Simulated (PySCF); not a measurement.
## InF(OH) + HF → InF₂ + H₂O

Level: PBE0 in the def2-TZVP basis family, computed in PySCF with density fitting; scalar-relativistic core potentials for atoms from Rb on, none lighter, no spin–orbit coupling; open shells unrestricted.

```csv
species,state and structure,ZPE (kJ/mol),H(298 K) − H(0) (kJ/mol),S° (J/(mol K))
InF(OH),"doublet, Cs, In–F 1.961 Å, In–O 2.006 Å, O–H 0.962 Å; F–In–O 115.0°, H–O–In 112.4°",36.7,14.2,304.4
HF,"singlet, C∞v, H–F 0.920 Å",24.9,8.7,173.6
InF₂,"doublet, C2v, In–F 1.957 Å (×2); F–In–F 116.5°",7.5,12.7,291.0
H₂O,"singlet, C2v, O–H 0.960 Å (×2); H–O–H 105.1°",56.5,9.9,188.7
```

(1) Is the gas-phase reaction uphill or downhill in electronic energy at this level, and by how much?

(2) Add zero-point, thermal and entropy terms for 298.15 K and 1 bar.

Answers

(1) At PBE0/def2-TZVP, ΔE = -31.0 kJ/mol, downhill. 

(2) ΔZPE = 2.4 and Δ[H(298) − H(0)] = -0.3 kJ/mol give ΔH° = -28.9 kJ/mol. ΔS° = 1.7 J/(mol K), so ΔG° = -28.9 − 298.15 × (0.0017) = -29 kJ/mol and log₁₀K = 5.2.

The structures come from searches over a few start shapes, so lower isomers are not excluded.
